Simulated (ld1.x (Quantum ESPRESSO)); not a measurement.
# u(r) = r·R(r): atom against pseudo-atom (xenon)

Columns: radius, all-electron u(r) and pseudo u(r) of the 5p shell (level -8.24 eV) of xenon in the configuration [Kr] 4d10 5s2 5p6; PBEsol, scalar-relativistic, TM semilocal scheme, ld1.x (Quantum ESPRESSO) 7.5.

| r (bohr) | all-electron | pseudo |
| --- | --- | --- |
| 0.088 | 0.1039 | -0.0025 |
| 0.175 | -0.1860 | -0.0101 |
| 0.262 | -0.1996 | -0.0226 |
| 0.350 | -0.0050 | -0.0402 |
| 0.438 | 0.2030 | -0.0629 |
| 0.525 | 0.3280 | -0.0902 |
| 0.612 | 0.3566 | -0.1224 |
| 0.700 | 0.3060 | -0.1599 |
| 0.788 | 0.2038 | -0.2023 |
| 0.875 | 0.0764 | -0.2489 |
| 0.962 | -0.0589 | -0.3000 |
| 1.050 | -0.1915 | -0.3557 |
| 1.138 | -0.3126 | -0.4146 |
| 1.225 | -0.4173 | -0.4743 |
| 1.312 | -0.5059 | -0.5333 |
| 1.400 | -0.5790 | -0.5896 |
| 1.487 | -0.6360 | -0.6390 |
| 1.575 | -0.6794 | -0.6799 |
| 1.662 | -0.7099 | -0.7099 |
| 1.750 | -0.7297 | -0.7297 |
| 1.838 | -0.7400 | -0.7400 |
| 1.925 | -0.7423 | -0.7423 |
| 2.012 | -0.7381 | -0.7381 |
| 2.100 | -0.7283 | -0.7283 |
| 2.188 | -0.7142 | -0.7142 |
| 2.275 | -0.6969 | -0.6969 |

**Question.** How many radial nodes do the two functions have?

**Answer.** The all-electron 5p function has n − l − 1 = 3; the pseudo-wave has 0, since the states of the same l below it are removed with the core.

**Question.** At about which radius was the pseudo-wave matched?

**Answer.** 1.75 bohr. The columns agree to 0.0005 from 1.57 bohr on; several derivatives are matched, so the curves merge somewhat inside the radius.

**Question.** Is the pseudo-wave norm-conserving?

**Answer.** Yes: the TM semilocal scheme keeps the norm inside the radius equal to the all-electron one, which fixes the energy derivative of the logarithmic derivative at the level.
